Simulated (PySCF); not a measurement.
**Ionisation energy of W⁶⁰⁺ by level of theory**

W⁶⁰⁺ [Ne] 3s2 3p2 (3P) → W⁶¹⁺ [Ne] 3s2 3p1 (2P), as a difference of total energies. All numbers are calculated (PySCF 2.14, the spin-free X2C one-electron Hamiltonian (Gaussian nucleus), in an even-tempered Gaussian basis (20 s from 16 bohr⁻², ratio 2.2; 14 p from 21 bohr⁻², ratio 2.2; 5 d from 81 bohr⁻², ratio 2.4; 4 f from 120 bohr⁻², ratio 2.4; 4 g from 180 bohr⁻², ratio 2.4)). Correlated levels: outer shells: 1s2 frozen; virtual orbitals above 40 to 60 times the deepest correlated orbital energy dropped. The calculations carry no spin-orbit coupling.

| method | ionisation energy (eV) |
| --- | --- |
| UHF | 6356.5 |
| LDA | 6357.3 |
| PBE | 6358.6 |
| PBE0 | 6358.4 |
| r2SCAN | 6359.2 |
| B3LYP | 6359.2 |
| revPBE | 6358.5 |
| MP2 (outer shells) | 6357.2 |
| SCS-MP2 (outer shells) | 6357.0 |

Spin-orbit coupling is strong in these open shells (close to jj coupling). The scalar numbers leave it out and a first-order estimate fails, so it can dominate the gap to the real levels.

Breit and QED terms and the two-electron picture change are absent.

For comparison: 6596 ± 7 eV (semi-empirical (NIST evaluation); NIST Atomic Spectra Database, ionization energies).
